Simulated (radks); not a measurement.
Values are calculated unless marked as measured or tabulated.
Os, configuration [Xe] 4f14 5d5 6s2 6p1 (not the ground configuration). Level of theory: scalar-relativistic Kohn-Sham, BLYP, spin-unpolarised, spherical densities, finite nucleus; Fermi nuclear charge, rms radius 5.4126 fm (a radial shooting solver on a logarithmic mesh with Libxc functionals). Some entries of the table are withheld. Estimate them.

orbital  occ.  eigenvalue (hartree)  <r^2> (bohr^2)
1s          2             -2714.225       0.0004335
2s          2             -472.8818        0.006643
2p          6             -411.9166        0.005531
3s          2             -110.1641         0.04300
3p          6             -92.25528         0.04388
3d         10             -72.21228         0.03637
4s          2             -23.36528          0.2105
4p          6             -17.48911          0.2400
4d         10             -10.18531          0.2768
5s          2              -3.52120           1.131
4f         14              -2.06986             (1)
5p          6                   (2)           1.531
5d          5              -0.34882           3.531
6s          2              -0.29326           9.070
6p          1              -0.08513           20.39

Answer. 
(1) 4f <r^2> (bohr^2): 0.3815
(2) 5p eigenvalue (hartree): -2.01878
